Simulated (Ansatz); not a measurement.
Geometry optimisation, Ansatz 0.2.0, UKS PBE0/6-31G*.

The input (input.yaml):

```yaml
crystal:
  periodic: [false, false, false]
  atoms:
    - { symbol: B, position_ang: [0.044403, -0.244248, -0.073744] }
    - { symbol: H, position_ang: [-0.168691, 0.002477, 1.079219] }
    - { symbol: O, position_ang: [1.333108, -0.218419, -0.499768] }
    - { symbol: H, position_ang: [1.389484, -0.435749, -1.443538] }
    - { symbol: O, position_ang: [-0.942751, -0.547691, -0.972688] }
    - { symbol: H, position_ang: [-1.81115, -0.527074, -0.556368] }
    - { symbol: C, position_ang: [-0.016754, 0.043061, 3.394647] }
    - { symbol: H, position_ang: [-0.688771, -0.794921, 3.533736] }
    - { symbol: H, position_ang: [1.042441, -0.132999, 3.254008] }
    - { symbol: H, position_ang: [-0.391119, 1.056862, 3.469597] }
magnetization:
  spin_polarized: true
  initial_magnetization: 1
basis:
  gaussian: { orbitals: "6-31G*" }
hamiltonian:
  xc: pbe0
relax:
  f_tol: 0.03
  max_steps: 50
```

Run as:

```bash
$ ansatz run input.yaml --threads 2 --pin off --max-ram 3072MiB --backend cpu --events-out ev --progress --plain --runs-dir out
```

Question: Where does it end, and by what steps?

Answer: It converged. The force dipped under the threshold on the way, but the program's further checks kept it going. After 30 steps the energy has fallen by 0.063 eV; H8 moved furthest, 0.85 Å.

```json
{"step": "0", "energy less start (eV)": "0.0000", "largest force component (eV/Å)": "0.278", "accepted": "yes"}
{"step": "2", "energy less start (eV)": "-0.0267", "largest force component (eV/Å)": "0.175", "accepted": "yes"}
{"step": "4", "energy less start (eV)": "-0.0462", "largest force component (eV/Å)": "0.202", "accepted": "yes"}
{"step": "6", "energy less start (eV)": "-0.0561", "largest force component (eV/Å)": "0.171", "accepted": "yes"}
{"step": "8", "energy less start (eV)": "-0.0598", "largest force component (eV/Å)": "0.090", "accepted": "yes"}
{"step": "10", "energy less start (eV)": "-0.0604", "largest force component (eV/Å)": "0.065", "accepted": "yes"}
{"step": "12", "energy less start (eV)": "-0.0566", "largest force component (eV/Å)": "0.237", "accepted": "no"}
{"step": "14", "energy less start (eV)": "-0.0616", "largest force component (eV/Å)": "0.032", "accepted": "yes"}
{"step": "16", "energy less start (eV)": "-0.0618", "largest force component (eV/Å)": "0.052", "accepted": "yes"}
{"step": "18", "energy less start (eV)": "-0.0623", "largest force component (eV/Å)": "0.034", "accepted": "yes"}
{"step": "20", "energy less start (eV)": "-0.0605", "largest force component (eV/Å)": "0.274", "accepted": "no"}
{"step": "22", "energy less start (eV)": "-0.0627", "largest force component (eV/Å)": "0.033", "accepted": "yes"}
{"step": "24", "energy less start (eV)": "-0.0628", "largest force component (eV/Å)": "0.050", "accepted": "yes"}
{"step": "26", "energy less start (eV)": "-0.0617", "largest force component (eV/Å)": "0.189", "accepted": "no"}
{"step": "28", "energy less start (eV)": "-0.0629", "largest force component (eV/Å)": "0.040", "accepted": "yes"}
{"step": "30", "energy less start (eV)": "-0.0632", "largest force component (eV/Å)": "0.017", "accepted": "yes"}
```

```xyz
10
Properties=species:S:1:pos:R:3
B 0.024 -0.260 -0.417
H -0.283 0.039 0.704
O 1.343 -0.278 -0.734
H 1.466 -0.534 -1.659
O -0.897 -0.583 -1.372
H -1.796 -0.536 -1.028
C -0.020 0.088 3.919
H -0.498 -0.777 4.360
H 0.762 -0.042 3.182
H -0.311 1.083 4.230
```

Whether the end is a true minimum wasn't checked by a vibrational analysis.

Time of the run: 48 s on 2 threads of Intel(R) Xeon(R) Platinum 8488C (Sapphire Rapids), with other jobs on the host, peak memory 0.18 GiB.
